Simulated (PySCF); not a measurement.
Property card for `C1CCC[C](N1)C(F)(F)F` [radical]

C6H9F3N (doublet state).
Bonds: F1–C2, C2–F3, C2–F4, C2–C5, C5–C6, C6–C7, C7–C8, C8–C9, C9–N10, C5–N10. Hydrogens: H11, H12 on C6; H13, H14 on C7; H15, H16 on C8; H17, H18 on C9; H19 on N10.

**PBE0-D3(BJ)/def2-SVP geometry optimisation, gas phase (PySCF)**

| Quantity | Value |
| --- | --- |
| Point group | C1 |
| Rotational constants A, B, C | 2.539, 0.894, 0.770 GHz |
| Dipole moment | 3.24 D |

**UKS B3LYP, IGLO-III on C F N, pcH-1 on H, non-relativistic, mean-field spin-orbit, GIAO (PySCF)**

| Quantity | Value |
| --- | --- |
| Isotropic g value | 2.00270 |
| Principal g values | 2.00226, 2.00257, 2.00326 |
| Spin squared ⟨S²⟩ | 0.754 |
| Largest Mulliken spin population | 0.78 on C5 |
| Largest isotropic hyperfine couplings (means over sets of like nuclei) | 13C +98.8 (C5), 19F +73.7 (F1/F3/F4), 1H +58.0 (H11/H12), 13C -18.4 (C2), 1H +16.9 (H17/H18) MHz |

Monoisotopic mass (most abundant isotopes): 152.0687 u.

⟨S²⟩ is 0.004 above the pure-spin value S(S + 1) = 0.75. The rotational constants make it an asymmetric top with κ = (2B − A − C)/(A − C) = -0.86, nearer the prolate limit (−1). A dipole of 3.24 D is allowed in C1, and pure rotational transitions are dipole-allowed. g_iso is shifted by about +380 ppm from the free-electron value 2.002319; the principal values span 0.0010. With B = h/(8π²I), that is 505.379 GHz u Å² over I, the principal moments of inertia are 199.0, 565.4 and 656.7 u Å² (most abundant isotopes); the inertial defect Ic − Ia − Ib is -107.7 u Å² (zero for a rigid planar frame, negative otherwise).

Couplings of like nuclei are plain means over topologically equivalent atoms, as if these changed places fast (by rotation of a methyl-like group, say); in this geometry the members of some sets differ.

One conformer stands for the species.
